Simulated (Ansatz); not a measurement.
Question: Name a neutral molecule of C, F, Ge, N and H with size of the dipole moment (PBE/def2-TZVPP) between 1.80 and 2.10 D and HOMO energy (B3LYP/def2-TZVPP) between -6.10 and -5.80 eV (Ansatz, PBE0-D4/def2-TZVP geometry).

Answer: `C[N](C)[Ge]([F])([N](C)C)[N](C)C` (2.06 D, -5.82 eV). Other molecules can fit too; these were computed, each in one conformer that needn't be the lowest.

B3LYP here is the variant with VWN-RPA as its local correlation; programs differ in this.
